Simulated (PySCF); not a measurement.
## Circular dichroism: `C[C@H]1[Se]C[C@H]1C=O`, C5H8OSe

Molfile (atoms numbered from 1):
```
C5H8OSe
     RDKit          3D

 15 15  0  0  0  0  0  0  0  0999 V2000
    1.6360   -0.0782    0.6023 C   0  0  0  0  0  0  0  0  0  0  0  0
    0.7552   -0.5029   -0.5526 C   0  0  1  0  0  0  0  0  0  0  0  0
   -0.0879   -2.3001   -0.2427 Se  0  0  0  0  0  2  0  0  0  0  0  0
   -1.4763   -0.9150    0.0317 C   0  0  0  0  0  0  0  0  0  0  0  0
   -0.6310    0.1764   -0.6201 C   0  0  1  0  0  0  0  0  0  0  0  0
   -0.6985    1.5205    0.0466 C   0  0  0  0  0  0  0  0  0  0  0  0
   -1.3940    1.7958    0.9820 O   0  0  0  0  0  0  0  0  0  0  0  0
    2.4709   -0.7692    0.7054 H   0  0  0  0  0  0  0  0  0  0  0  0
    1.0752   -0.0726    1.5348 H   0  0  0  0  0  0  0  0  0  0  0  0
    2.0362    0.9203    0.4319 H   0  0  0  0  0  0  0  0  0  0  0  0
    1.3064   -0.4804   -1.4947 H   0  0  0  0  0  0  0  0  0  0  0  0
   -2.4195   -1.1415   -0.4596 H   0  0  0  0  0  0  0  0  0  0  0  0
   -1.6392   -0.7366    1.0941 H   0  0  0  0  0  0  0  0  0  0  0  0
   -0.9135    0.3198   -1.6683 H   0  0  0  0  0  0  0  0  0  0  0  0
   -0.0246    2.2718   -0.4126 H   0  0  0  0  0  0  0  0  0  0  0  0
  1  2  1  0
  2  3  1  0
  3  4  1  0
  4  5  1  0
  5  6  1  0
  6  7  2  0
  5  2  1  0
  1  8  1  0
  1  9  1  0
  1 10  1  0
  2 11  1  6
  4 12  1  0
  4 13  1  0
  5 14  1  6
  6 15  1  0
M  END
```

Method: TDDFT B3LYP/def2-SVPD circular dichroism and optical rotation, one conformer, gas phase (PySCF 2.14.0). Geometry: GFN2-xTB.

The molecule is flexible and this is one conformer; a measurement averages over conformers. The calculation is non-relativistic, which matters for the atoms heavier than Zn. States above about 6.1 eV (minus the energy of the highest occupied orbital) lie near or above the ionisation threshold and depend on the basis.

Problem. Assign R or S to each stereocentre.

Solution. C2 R, C5 R.

Problem. List the lowest 12 singlet excitations with oscillator and rotatory strengths.

Solution. Rotatory strengths R in 10⁻⁴⁰ esu² cm², velocity form and length form (origin at the centre of mass); f in length form.
| state | E (eV) | λ (nm) | f | R (velocity) | R (length) | main |
| --- | --- | --- | --- | --- | --- | --- |
| 1 | 3.54 | 350 | 0.0003 | +2.6 | +2.2 | HOMO→LUMO 0.85, HOMO→LUMO+1 0.14 |
| 2 | 4.13 | 300 | 0.001 | -14.0 | -14.0 | HOMO→LUMO+1 0.48, HOMO−1→LUMO 0.38 |
| 3 | 4.29 | 289 | 0.0003 | +9.2 | +8.6 | HOMO−1→LUMO 0.45, HOMO→LUMO+1 0.37 |
| 4 | 5.28 | 235 | 0.026 | -5.5 | -5.4 | HOMO→LUMO+3 0.97 |
| 5 | 5.43 | 228 | 0.022 | -12.5 | -12.4 | HOMO→LUMO+2 0.96 |
| 6 | 5.56 | 223 | 0.021 | +6.7 | +7.6 | HOMO−1→LUMO+1 0.79, HOMO−1→LUMO 0.14 |
| 7 | 6.01 | 206 | 0.023 | +23.1 | +23.5 | HOMO−2→LUMO 0.85, HOMO−1→LUMO+1 0.09 |
| 8 | 6.15 | 202 | 0.023 | +12.7 | +14.3 | HOMO→LUMO+4 0.72, HOMO→LUMO+5 0.24 |
| 9 | 6.27 | 198 | 0.015 | +24.2 | +22.6 | HOMO→LUMO+5 0.69, HOMO→LUMO+4 0.21 |
| 10 | 6.47 | 192 | 0.0004 | +6.1 | +6.5 | HOMO−3→LUMO 0.92 |
| 11 | 6.64 | 187 | 0.017 | +26.6 | +26.9 | HOMO−1→LUMO+2 0.81, HOMO−2→LUMO+1 0.08 |
| 12 | 6.68 | 186 | 0.004 | -4.8 | -5.1 | HOMO→LUMO+6 0.76, HOMO−1→LUMO+2 0.11 |

Among the states computed, the strongest CD band (largest |R|) is state 11. The largest dissymmetry factor in size, g = 4R/(D+G), with D and G the electric and magnetic dipole strengths, is +0.18 for state 10 (velocity form, f = 0.0003), among bands with |R| over 0.5. The mirror image has the same energies and oscillator strengths and all R with the opposite sign.
